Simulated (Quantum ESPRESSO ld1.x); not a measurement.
Values are calculated unless marked as measured or tabulated.
Q: Nb8+, 33 electrons, occupied as [Ar] 3d10 4s2 4p2.75 4f0.25 (fractional occupations, a model configuration). Level of theory: scalar-relativistic Kohn-Sham, LDA (Slater exchange, Perdew-Wang correlation), spin-polarised, spherical densities, point nucleus; open shells are filled with parallel spins first (ld1.x of Quantum ESPRESSO 7.5). Some entries of the table are withheld. Estimate them.

| orbital | occ. | eigenvalue (eV) | r(max) (bohr) | <1/r> (bohr^-1) |
|---|---|---|---|---|
| 1s up | 1 | -18920.6 | 0.02352 | 42.35 |
| 1s down | 1 | -18920.0 | 0.02352 | 42.35 |
| 2s up | 1 | -2764.51 | 0.1333 | 9.517 |
| 2s down | 1 | -2764.11 | 0.1333 | 9.517 |
| 2p up | 3 | -2485.34 | 0.1064 | 9.270 |
| 2p down | 3 | -2484.78 | 0.1064 | 9.270 |
| 3s up | 1 | -571.055 | 0.3954 | 3.257 |
| 3s down | 1 | -570.292 | 0.3955 | 3.259 |
| 3p up | 3 | -479.683 | 0.3887 | 3.101 |
| 3p down | 3 | -478.838 | 0.3887 | 3.103 |
| 3d up | 5 | -329.944 | 0.3325 | 2.872 |
| 3d down | 5 | -329.051 | 0.3324 | 2.876 |
| 4s up | 1 | -178.978 | 0.9915 | 1.283 |
| 4s down | 1 | -174.459 | 0.9879 | 1.286 |
| 4p up | 2.75 | -151.988 | 1.053 | 1.184 |
| 4p down | 0 | -147.488 | 1.050 | 1.182 |
| 4d up | 0 | -110.665 | 1.187 | 1.008 |
| 4d down | 0 | -106.487 | 1.190 | 0.9973 |
| 5s up | 0 | -83.2257 | 2.045 | 0.6603 |
| 5s down | 0 | -81.3668 | 2.068 | 0.6485 |
| 5p up | 0 | -73.1406 | 2.210 | 0.6123 |
| 4f up | 0.25 | -71.8120 | 1.389 | 0.7265 |
| 5p down | 0 | -71.5496 | 2.241 | 0.6013 |
| 4f down | 0 | -68.3661 | 1.432 | 0.7064 |
| 5f up | 0 | -42.4514 | 3.188 | (1) |
| 5f down | 0 | -41.4785 | 3.282 | (2) |

A: 
(1) 5f up <1/r> (bohr^-1): 0.4212
(2) 5f down <1/r> (bohr^-1): 0.4171
